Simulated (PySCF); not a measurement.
SMILES CC(C)[SiH2][SiH2]Br (C3H11BrSi2) (GFN2-xTB optimised geometry):

```
17

C      1.657     1.795    -1.181
C      1.743     0.293    -1.439
C      1.076    -0.054    -2.768
Si     1.004    -0.730     0.000
Si    -1.311    -0.730     0.000
Br    -2.143     1.349     0.000
H      0.623     2.129    -1.133
H      2.143     2.058    -0.243
H      2.148     2.346    -1.982
H      2.804     0.028    -1.520
H      0.027     0.241    -2.763
H      1.563     0.472    -3.589
H      1.133    -1.123    -2.971
H      1.430    -2.129    -0.149
H      1.542    -0.225     1.269
H     -1.979    -1.307    -1.167
H     -1.948    -1.301     1.185
```

Level of theory: PySCF 2.14.0 with B3LYP/def2-SVP.

What are the frontier orbital energies and the dipole moment?

HOMO-2 -8.19 eV, HOMO-1 -7.72 eV, HOMO -7.43 eV, LUMO -0.68 eV, LUMO+1 -0.01 eV; dipole moment 1.95 D.

Meta-Löwdin charges at B3LYP/def2-SVP: C1 -0.28, C2 -0.24, C3 -0.28, Si4 0.40, Si5 0.40, Br6 -0.29, H7 0.10, H8 0.09, H9 0.09, H10 0.09, H11 0.09, H12 0.09, H13 0.09, H14 -0.10, H15 -0.09, H16 -0.09, H17 -0.09.
